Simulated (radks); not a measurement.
Spherical jellium clusters: N electrons in a uniform positive sphere of charge N and radius rs N^(1/3), rs = 2.07 bohr. Calculated with a radial shooting solver with Libxc functionals: non-relativistic Kohn-Sham, PBEsol, spin-polarised, spherical densities. Levels are named by radial order and angular momentum (1s, 1p, 1d, 2s, ...), and open shells are averaged over m.

N = 15, configuration 1s2 1p6 1d(up 5, down 1) 2s(up 1, down 0). This is the lowest configuration that the search found. Occupied and some empty levels:

| level | occupation | eigenvalue (eV) | <r> (bohr) |
|---|---|---|---|
| 1s up | 1 | -11.832 | 3.185 |
| 1s down | 1 | -11.009 | 3.170 |
| 1p up | 3 | -8.3737 | 4.018 |
| 1p down | 3 | -7.5098 | 3.963 |
| 1d up | 5 | -4.5431 | 4.767 |
| 2s up | 1 | -3.9132 | 4.670 |
| 1d down | 1 | -3.5812 | 4.763 |
| 2s down | 0 | -2.8861 | 4.946 |
| 2p up | 0 | -0.96713 | 7.552 |
| 1f up | 0 | -0.72234 | 5.995 |

Energy (eV): total -2.67799, kinetic 82.177, external -1362.5, Hartree 649.08, exchange-correlation -91.058, background 719.59.

Electron density:

| r (bohr) | n(r) (e/bohr^3) |
|---|---|
| 0.406 | 0.02684 |
| 0.858 | 0.02646 |
| 1.31 | 0.02621 |
| 1.76 | 0.02637 |
| 2.21 | 0.02686 |
| 2.67 | 0.02719 |
| 3.12 | 0.02662 |
| 3.57 | 0.02457 |
| 4.02 | 0.02093 |
| 4.47 | 0.01623 |
| 4.93 | 0.01141 |
| 5.38 | 0.007366 |
| 5.83 | 0.004483 |
| 6.28 | 0.002625 |
| 6.74 | 0.001494 |
| 7.19 | 0.0008381 |
| 7.64 | 0.0004661 |
| 8.09 | 0.0002589 |
| 8.54 | 0.0001440 |
| 9.00 | 0.00008035 |
